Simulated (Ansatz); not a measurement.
Geometry optimisation, RKS PBE0-D4/def2-SVP (Ansatz 0.2.0).

Input:

```yaml
crystal:
  periodic: [false, false, false]
  atoms:
    - { symbol: W, position_ang: [0.0, 0.0, 0.0] }
    - { symbol: Cl, position_ang: [0.0, 0.0, 2.39] }
    - { symbol: F, position_ang: [1.85, 0.0, 0.0] }
    - { symbol: H, position_ang: [0.0, 1.72, 0.0] }
    - { symbol: H, position_ang: [-1.72, 0.0, 0.0] }
    - { symbol: O, position_ang: [0.0, -1.94, 0.0] }
    - { symbol: H, position_ang: [0.3816, -2.2771, 0.8723] }
    - { symbol: F, position_ang: [0.0, 0.0, -1.85] }
basis:
  gaussian: { orbitals: def2-SVP }
hamiltonian:
  xc: pbe0
  dispersion: d4
relax:
  f_tol: 0.02
  max_steps: 40
output:
  orbitals: {}
```

Launched with:

```bash
$ ansatz run input.yaml --threads 4 --pin off --max-ram 5120MiB --backend cpu --events-out ev --progress --plain --runs-dir out
```

Question: Where does it end, and by what steps?

Answer: The run converged. After 31 steps the energy has fallen by 2.452 eV; H4 moved furthest, 1.47 Å.

| step | energy less start (eV) | largest force component (eV/Å) | accepted |
| --- | --- | --- | --- |
| 0 | 0.0000 | 2.817 | yes |
| 2 | -1.3451 | 1.257 | yes |
| 4 | -1.9679 | 1.459 | yes |
| 6 | -2.0942 | 0.397 | yes |
| 8 | -2.1653 | 0.246 | yes |
| 10 | -2.2677 | 0.354 | yes |
| 12 | -2.3662 | 0.819 | yes |
| 14 | -2.4085 | 0.217 | yes |
| 16 | -2.4153 | 1.126 | no |
| 18 | -2.4407 | 0.113 | yes |
| 20 | -2.4444 | 0.228 | yes |
| 22 | -2.4378 | 0.239 | no |
| 24 | -2.4504 | 0.021 | yes |
| 26 | -2.4511 | 0.052 | yes |
| 28 | -2.4515 | 0.032 | yes |
| 30 | -2.4515 | 0.026 | yes |
| 31 | -2.4516 | 0.010 | yes |

```xyz
8
Properties=species:S:1:pos:R:3
W 0.299 -0.126 0.031
Cl 1.282 -0.021 2.158
F 1.396 1.283 -0.424
H -0.725 0.841 0.937
H -1.054 0.503 -0.721
O -0.503 -1.698 0.456
H -0.746 -2.583 0.741
F 0.562 -0.696 -1.767
```

Whether the end is a true minimum wasn't checked by a vibrational analysis.

Time of the run: 64 s on 4 threads of Intel(R) Xeon(R) Platinum 8223CL CPU @ 3.00GHz (Skylake/Cascade Lake) (shared host), peak memory 0.27 GiB.
